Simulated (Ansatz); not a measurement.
Ansatz (a program for electronic structure) job for C3H9FOSi, SMILES O([Si@@H](C)CF)C, CAM-B3LYP/def2-SVPD. Geometry: r2SCAN-D4/def2-SVP. The structure was generated by enumeration; whether it is a known compound was not checked. One conformer was computed; it need not be the lowest.

Ansatz 0.2 input:
```yaml
crystal:
  periodic: [false, false, false]
  atoms:
    - {symbol: C, position_ang: [2.41574777, -0.57410078, -0.02057293]}
    - {symbol: O, position_ang: [1.34928387, -0.39959982, -0.92217751]}
    - {symbol: Si, position_ang: [-0.25761851, -0.23949540, -0.49402422]}
    - {symbol: C, position_ang: [-0.81333904, -1.50123455, 0.76712159]}
    - {symbol: C, position_ang: [-0.57640292, 1.48198716, 0.24729028]}
    - {symbol: F, position_ang: [-1.92436375, 1.51392346, 0.62703173]}
    - {symbol: H, position_ang: [2.52963484, 0.28470595, 0.66897646]}
    - {symbol: H, position_ang: [3.35054477, -0.66898727, -0.59492651]}
    - {symbol: H, position_ang: [2.29871099, -1.48869235, 0.59114870]}
    - {symbol: H, position_ang: [-1.02445640, -0.35905916, -1.76325471]}
    - {symbol: H, position_ang: [-0.21219140, -1.44875601, 1.68982773]}
    - {symbol: H, position_ang: [-1.85899257, -1.29036659, 1.04462276]}
    - {symbol: H, position_ang: [-0.75968305, -2.53076040, 0.37956610]}
    - {symbol: H, position_ang: [-0.39087853, 2.30183189, -0.47048568]}
    - {symbol: H, position_ang: [0.04293857, 1.68459603, 1.14196526]}
basis:
  gaussian:
    orbitals: def2-SVPD
hamiltonian:
  xc: {name: CAM-B3LYP}
```

It prints:

```
WARN ansatz: RAYON_NUM_THREADS=2 ignored (pool sized by the plan → 2); use --threads N
Functional definition: CAM-B3LYP
integrals: 0.19 GiB planned
1690 factors; their error is unknown
integrals: 0.21 GiB planned
723 factors; integrals over basis functions are off by at most 1.6e-5 eV
mean field: 1.83 GiB planned
mean field evaluation 1: about -15882.3945 eV, gradient 5.9e1 eV
mean field evaluation 2: about -15881.4275 eV, gradient 6.5e1 eV
mean field evaluation 4: about -15889.2408 eV, gradient 2.2e0 eV
mean field evaluation 8: about -15889.2523 eV, gradient 3.7e-2 eV
mean field evaluation 16: about -15889.2785 eV, gradient 3.6e-5 eV
mean field -15889.27846740 eV, -583.9202135370 hartree, gradient 3.6e-5 eV, S^2 0.000000; 0 other end points of the search recorded, 0 dependent functions left out
reference -15889.27861884 eV, -583.9202191025 hartree; 29, 29 occupied and 173, 173 virtual orbitals, 1690 factors
Total energy: -15889.27861884 eV, -583.9202191025 hartree
```

The calculation finished and met its thresholds.

Cost: around 8 core-seconds (rough).
